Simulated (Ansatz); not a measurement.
Isolated molecules relaxed with PBE0-D4/def2-TZVP in Ansatz; ΔE leaves out vibrations. CCSD(T)/CBS adds triple-zeta CCSD(T) − MP2 to the extrapolated MP2 energy (def2 sets, frozen cores). This one scheme is used for every species. Functionals use def2-TZVPP. B3LYP here is the variant with VWN-RPA as its local correlation; programs differ in this. HSE06 is defined as in plane-wave codes. Open shells (•) are unrestricted, without spin–orbit coupling. Each species was taken in one conformer, which may not be the lowest.

Consider the homolysis of the Al–C bond: `[CH3][Al]([CH3])[NH2]` → `[CH3][Al][NH2]`• + `[CH3]`•.

```tsv
level	ΔE (kJ/mol)	difference from CCSD(T)/CBS
LDA (SPW92)	404.9	38.6
PBE-D4	350.8	-15.5
revPBE-D4	336.9	-29.4
BLYP-D4	341.5	-24.8
r2SCAN-D4	336.6	-29.7
PBE0-D4	349.7	-16.6
B3LYP-D4	347.4	-18.9
r2SCANh-D4	336.3	-30.0
r2SCAN0-D4	336.0	-30.3
HSE06-D4	350.0	-16.3
BHLYP-D4	344.1	-22.2
CAM-B3LYP-D4	354.9	-11.4
ωB97X-V	370.4	4.1
ωB97M-V	376.0	9.7
B2PLYP	350.1	-16.2
PBE-QIDH	356.0	-10.3
PBE	345.8	-20.5
revPBE	325.9	-40.4
BLYP	331.9	-34.4
r2SCAN	334.9	-31.4
B3LYP	339.8	-26.5
r2SCANh	334.6	-31.7
r2SCAN0	334.2	-32.1
BHLYP	338.0	-28.3
LC-ωPBE	348.9	-17.4
RPA@PBE/def2-TZVPP	341.6	-24.7
HF/def2-SVP	255.9	-110.4
CCSD/def2-SVP	340.3	-26.0
CCSD(T)/def2-SVP	345.1	-21.2
HF/def2-TZVPP	248.3	-118.0
MP2/def2-TZVPP	364.9	-1.4
SCS-MP2/def2-TZVPP	362.5	-3.8
CCSD/def2-TZVPP	349.0	-17.3
CCSD(T)/def2-TZVPP	356.6	-9.7
HF/def2-QZVPP	248.2	-118.1
MP2/def2-QZVPP	370.4	4.1
SCS-MP2/def2-QZVPP	369.1	2.8
HF/CBS(def2)	248.1	-118.2
MP2/CBS(def2)	374.6	8.3
CCSD/CBS(def2)	358.7	-7.6
CCSD(T)/CBS	366.3	0
```

Largest T1 diagnostic among the species: 0.013.

Leaving LDA and LC-ωPBE aside and taking each functional with its dispersion term where it has one, the values spread over 39.9 kJ/mol, from r2SCAN0-D4 to ωB97M-V. LDA lies +59.1 kJ/mol from PBE without D4, its usual overbinding. In def2-TZVPP, CCSD(T) changes the Hartree–Fock value by +108.3 kJ/mol (the triples alone add +7.6 kJ/mol) and MP2 by +116.6 kJ/mol; breaking electron pairs costs correlation energy, which Hartree–Fock lacks.
